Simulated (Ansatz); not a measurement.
Consider the substitution at a C–O bond: `OC(F)[O][GeH3]` + H₂Te → `OC(F)[TeH]` + `[OH][GeH3]`.

Calculated with Ansatz (gas phase, PBE0-D4/def2-TZVP geometries, no zero-point term in ΔE). CCSD(T)/CBS adds triple-zeta CCSD(T) − MP2 to the extrapolated MP2 energy (def2 sets, frozen cores). Elements past krypton have def2 core potentials. For Ge, Te outer-core shells are correlated without core-valence functions, which leaves a few kJ/mol of doubt a bond. Scalar relativity is left out up to krypton. Each species was taken in one conformer, which may not be the lowest.

| species | HF/def2-QZVPP energy (Eh) |
| --- | --- |
| `OC(F)[O][GeH3]` | -2365.51666 |
| H₂Te | -268.15561 |
| `OC(F)[TeH]` | -480.99729 |
| `[OH][GeH3]` | -2152.65251 |

Problem. Work out ΔE.

Solution. ΔE = (-480.99729) + (-2152.65251) − (-2365.51666) − (-268.15561) = 0.02247 Eh = +14.1 kcal/mol. CCSD(T)/CBS gives +7.1 kcal/mol.

Largest T1 diagnostic among the species: 0.012.

In def2-TZVPP, CCSD(T) changes the Hartree–Fock value by −5.0 kcal/mol (the triples alone add −0.9 kcal/mol) and MP2 by −6.8 kcal/mol. From PBE to PBE0 (25 % exact exchange), in def2-TZVPP and without D4, ΔE moves by +2.4 kcal/mol.
